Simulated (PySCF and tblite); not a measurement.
The numbers below are computed, except where a source is named.
System: C₇H₁₁O (charge +1), numbered as in [CH2:1]=[CH:2]/[CH:3]=[CH:4]/[C+:5]([CH3:6])[O:7][CH3:8].

Geometries: GFN2-xTB; energies: B3LYP/pcSseg-1 + D3(BJ), IEF-PCM benzene; zero-point and thermal terms from GFN2-xTB harmonic modes (soft modes blended into free rotors). Rate constants are transition-state-theory values, counting equivalent paths, without tunnelling. (PySCF 2.14 with density fitting, tblite 0.8.)

The ion is treated without a counter-ion.

Problem. Estimate the barrier and the room-temperature rate of the rotation about the C4–C5 bond (torsion C3–C4–C5–C6 from -180° to -1°, rising).

Solution. The electronic barrier is 19.1 kcal/mol and ΔG‡(298 K) 18.2 kcal/mol, over a C1 saddle with an imaginary mode of 298i cm⁻¹ (GFN2-xTB). With 2 equivalent paths, k is 0.59 s⁻¹, a mean lifetime of the start of 1.7 s against this motion. The end lies 0.2 kcal/mol above the start in free energy.
